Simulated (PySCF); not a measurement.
BiCl2H. Atoms are numbered in the order given.

```xyz
4

Bi    -0.0236    -0.4531     0.0000
H      1.7668    -0.6229     0.0000
Cl     0.0056     1.1244     1.8551
Cl     0.0056     1.1244    -1.8551
```

The structure is a stationary point at PBE0-D3(BJ)/def2-TZVP. The def2 effective core potentials stand for the cores of Bi; spin–orbit coupling is left out.

Computed with HF/def2-TZVPD run with PySCF.

Question: Estimate the frontier levels, gap, dipole moment and polarisability. (An estimate is asked for; the answer gives what the named calculation found.)

Answer: 
```yaml
highest_occupied_level: -10.74 eV
lowest_empty_level: 0.56 eV
orbital_gap: 11.29 eV
dipole_moment: 4.17 D
quadrupole, principal values (traceless, Buckingham form, about the centre of nuclear charge): -6.58, 2.93, 3.65 D·Å
mean_static_polarisability: 72.4 bohr³ (10.73 Å³)
polarisability_principal_values: 61.8, 70.5, 85.0 bohr³
```
